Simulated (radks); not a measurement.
Problem. Radial electron density D(r) = 4 pi r^2 rho(r) of an atom or ion with 8 electrons. All-electron calculation, scalar-relativistic Kohn-Sham, PBEsol, spin-unpolarised, spherical densities, finite nucleus; Fermi nuclear charge, rms radius of each element as measured or else 0.836 A^(1/3) + 0.57 fm. Program: a radial shooting solver on a logarithmic mesh with Libxc functionals.

r (bohr)  D(r) (e/bohr)
0.006289         0.1396
0.006978         0.1700
0.007743         0.2067
0.008661         0.2547
0.00961          0.3087
0.01066          0.3736
0.01183          0.4513
0.01313          0.5441
0.01468          0.6637
0.01629          0.7961
0.01808          0.9523
0.02006           1.135
0.02226           1.349
0.0249            1.618
0.02763           1.907
0.03065           2.236
0.03401           2.609
0.03805           3.060
0.04222           3.525
0.04684           4.031
0.05198           4.574
0.05767           5.145
0.06451           5.777
0.07158           6.362
0.07942           6.923
0.08813           7.436
0.09779           7.874
0.1094            8.227
0.1214            8.417
0.1347            8.450
0.1494            8.311
0.1658            7.998
0.1855            7.479
0.2058            6.858
0.2283            6.149
0.2534            5.409
0.2811            4.702
0.3144            4.049
0.3489            3.598
0.3871            3.332
0.4296            3.259
0.4767            3.362
0.5331            3.619
0.5916            3.930
0.6564            4.239
0.7284            4.481
0.8082            4.604
0.904             4.566
1.003             4.365
1.113             4.019
1.235             3.560
1.381             2.990
1.533             2.439
1.701             1.910
1.887             1.434
2.094             1.031
2.342            0.6867
2.599            0.4486
2.884            0.2791
3.2              0.1649
3.55            0.09225
3.971           0.04606
4.406           0.02248
4.889           0.01014

What is the nuclear charge?

Solution. Z = 8. The innermost maximum, from 1s, lies near gamma/Z bohr with gamma = sqrt(1 - (Z/c)^2) = 0.998, here 0.125 bohr (found: 0.130), and its height grows with Z. The density is that of neutral oxygen in [He] 2s1.5 2p4.5; the configuration itself is not fixed sharply by these data. D(r) has 2 maxima, at r = 0.130, 0.834 bohr, and minima at 0.426 bohr, inside which lie 2.22 electrons.
